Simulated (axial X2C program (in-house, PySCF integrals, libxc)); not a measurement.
**Which molecule has these constants?**

All values come from calculations with an in-house all-electron X2C program for linear molecules (integrals from PySCF), spin-free (one-electron X2C) or two-component (2c: spin–orbit coupling with atomic mean-field Coulomb and Gaunt terms, which also bring small scalar terms), in Dyall basis sets with cores contracted in-house; open shells are unrestricted.

A two-component CCSD(T) calculation in a Dyall 3-zeta basis gave Re = 2.119 Å, ωe = 555.7 cm⁻¹, De = 3.15 eV, Ω = 0.

Question: Which molecule is it?
A. SrCl⁺
B. MgCl⁺
C. CaCl⁺
D. BeCl⁺

Answer: B. The others have BeCl⁺ 1.728 Å and 1007.5 cm⁻¹ (Ω = 0); CaCl⁺ 2.384 Å and 428.4 cm⁻¹ (Ω = 0); SrCl⁺ 2.526 Å and 348.4 cm⁻¹ (Ω = 0).

Frozen shells (counts by l): MgCl⁺ Cl 2s1p, Mg 2s1p, 8 electrons correlated; BeCl⁺ Cl 2s1p, Be 1s, 8 electrons correlated; CaCl⁺ Ca 3s2p, Cl 2s1p, 8 electrons correlated; SrCl⁺ Sr 4s3p1d, Cl 2s1p, 8 electrons correlated. Coupled cluster in natural virtuals with an MP2 remainder. Where the outer core of a metal is frozen, bonds come out longer and ionisation energies lower.

Each entry is the lowest single determinant of a limited PBE0 search at one distance. De goes to single-determinant-based atoms at the same level (for ions the charge split of lowest energy) and is withheld (n/a) where an atom does not fit its ground term or J level. Main or longest-lived isotopes.
